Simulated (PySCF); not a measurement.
# Electron correlation in Ag⁺ (silver, charge +1)

[Kr] 4d9 5p1, one real determinant (an excited configuration). Computed with PySCF 2.14 in aug-cc-pVDZ-PP with ECP28MDF (5s5p4d2f, 54 functions), with a scalar-relativistic core potential. Frozen: 4s2 4p6; 10 electrons correlated.

MP2 pair energies summed by pair of shells (mhartree):

```csv
pair,energy,share (%)
4d-4d,-225.08,91.2
4d-5p,-21.65,8.8
```

Total MP2 correlation energy: -246.73 mhartree.

Same-spin part -93.45 and opposite-spin part -153.28 mhartree; SCS-MP2 scales them by 1/3 and 6/5 to -215.09 mhartree.

The reference is one real determinant that mixes LS terms of this configuration.
